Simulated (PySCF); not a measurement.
Atom-mapped SMILES (the numbers label the heavy atoms): `[CH2:1]=[C:2]1[CH2:3][C@:4]([C:5]#[N:6])([O:7][SiH3:8])[SiH2:9]1`. Hydrogens are named by the atom that carries them. Ha(C1) is cis to C3; Ha(C3), Ha(Si9) are pro-R; Hb(C3), Hb(Si9) are pro-S; Hb(C1) is trans to C3.

PySCF calculation with structure optimised with GFN2-xTB and GIAO PBE0/pcSseg-1 shieldings; one computed conformer, one averaged value for each set of equivalent atoms, non-relativistic, in vacuum.

δ = σ(ref) − σ, references computed at the same level: 13C (186.93 ppm) and 1H (31.72 ppm) and 29Si (349.16 ppm) against TMS; 15N (267.73 ppm) against NH3; 17O (336.08 ppm) vs H2O.

```csv
atoms,nucleus,count,Hirshfeld charge,δ (ppm)
Ha(C1),1H,1,0.05,6.39
C5,13C,1,0.07,125.2
Ha(Si9),1H,1,-0.06,5.32
Hb(C1),1H,1,0.05,6.12
Si8,29Si,1,0.38,-41.8
Hb(Si9),1H,1,-0.06,5.22
Si9,29Si,1,0.35,-24.7
C2,13C,1,-0.09,147.8
C1,13C,1,-0.09,140.9
Hb(C3),1H,1,0.06,?
C4,13C,1,0.03,?
O7,17O,1,-0.21,?
C3,13C,1,-0.07,55.6
H(Si8),1H,3,-0.08,4.89
N6,15N,1,-0.22,?
Ha(C3),1H,1,0.05,?
```

Complete the table.

## Answers


- C4: 59.4 ppm, fully substituted sp3 carbon bonded to O and Si, α to a nitrile; deshielded by the electronegative neighbour
- Ha(C3): 3.84 ppm, hydrogen on an allylic sp3 CH2
- Hb(C3): 3.61 ppm, hydrogen on an allylic sp3 CH2
- N6: 316.4 ppm, nitrile nitrogen
- O7: 33.6 ppm, oxygen bonded to C, Si

Shifts are as computed. Against solution values, carbons near 30 ppm lie about +3 ppm off and those near 130 ppm about +5 ppm. Of 1211 compounds with measured shifts, 218 miss one by over three times the rms of a fit or turn the order of signals round; such compounds aren't used in these exercises. Experimental scales use liquid or dissolved standards, which lie at an offset from isolated NH3 (liquid NH3: subtract about 20 ppm) and H2O (liquid H2O: subtract about 36 ppm). Unscaled 15N shifts of sp2 nitrogen come out 20 to 40 ppm too high even then.
